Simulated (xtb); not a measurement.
SiHClBr2, SMILES Cl[SiH](Br)Br. All values are semi-empirical tight-binding results from xtb (GFN2-xTB unless named), good for trends rather than for accurate numbers. The structure is a stationary point at GFN2-xTB.

Computed properties:
The point group as xtb finds it comes out as Cs, the orbital gap is 5.99 eV and the zero-point energy is 7.8 kcal/mol. The G − E(el) at 298.15 K (modified RRHO) is -13.0 kcal/mol. The static polarisability (D4 model) is 83.6 bohr³, the solvation energy, GFN2-xTB/ALPB(water) is 0.0 kcal/mol and the solvation energy, GFN2-xTB/ALPB(hexane) is -4.7 kcal/mol.
